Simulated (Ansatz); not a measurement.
Relaxation of BH₃MgSe (6 atoms, charge 0, multiplicity 1), to a largest force component of 0.015 eV/Å in at most 40 steps.

Computed with Ansatz 0.2.0, RKS B3LYP-D4/def2-SVP.

```xyz
6
Properties=species:S:1:pos:R:3:forces:R:3
B -0.732 -0.008 -0.957 -0.26 0.68 0.53
Se 0.605 -1.294 -0.805 0.96 -1.42 -0.50
Mg 1.237 -0.263 1.270 -0.24 -0.17 -0.52
H -0.870 0.832 -0.114 -0.11 0.31 0.23
H -1.450 -0.026 -1.881 -0.53 0.01 -0.68
H 1.210 0.759 2.487 0.17 0.59 0.94
```

Q: Where does it end, and by what steps?

A: It converged. After 6 steps the energy has fallen by 0.263 eV; Mg3 moved furthest, 0.40 Å. Joined: B1–Mg3.

| step | energy less start (eV) | largest force component (eV/Å) | accepted |
| --- | --- | --- | --- |
| 0 | 0.0000 | 1.417 | yes |
| 1 | -0.2118 | 0.305 | yes |
| 2 | -0.2490 | 0.476 | yes |
| 3 | -0.2578 | 0.247 | yes |
| 4 | -0.2625 | 0.061 | yes |
| 5 | -0.2629 | 0.015 | yes |
| 6 | -0.2630 | 0.012 | yes |

```xyz
6
Properties=species:S:1:pos:R:3
B -0.659 -0.071 -0.933
Se 0.667 -1.444 -0.903
Mg 0.929 -0.060 1.120
H -0.734 0.756 -0.020
H -1.466 0.057 -1.814
H 1.262 0.760 2.549
```

Whether the end is a true minimum wasn't checked by a vibrational analysis.

The run took 28 s on 1 thread of AMD EPYC 7R43 64-Core Processor (Zen 3), with other jobs on the host, peak memory 0.18 GiB.
